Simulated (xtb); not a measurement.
AlH2Br, SMILES [AlH2][Br]. All values are semi-empirical tight-binding results from xtb (GFN2-xTB unless named), good for trends rather than for accurate numbers. The structure is a stationary point at GFN2-xTB.

Optimised geometry:

```xyz
4

Al     0.0000     0.0000     1.5374
H      0.0000     1.3176     2.3222
H      0.0000    -1.3176     2.3222
Br     0.0000     0.0000    -0.7037
```
Charge 0, spin multiplicity 1.

For metal compounds this method's bond lengths and energies can be far off.

### Question
Estimate the properties. (Estimate from the structure and the level; the computed values follow.)

### Answer

```yaml
point_group_as_xtb_finds_it: C2v
orbital_gap: 5.13 eV
zero_point_energy: 8.5 kcal/mol
G − E(el) at 298.15 K (modified RRHO): -7.5 kcal/mol
```

### Question
Give the atomic charges and the Wiberg bond orders between heavy atoms. (An estimate is asked for; the answer gives what the named calculation found.)

### Answer
charges (e) Al1 0.44, H2 -0.15, H3 -0.15, Br4 -0.15. Bond orders Al1–Br4 1.39.
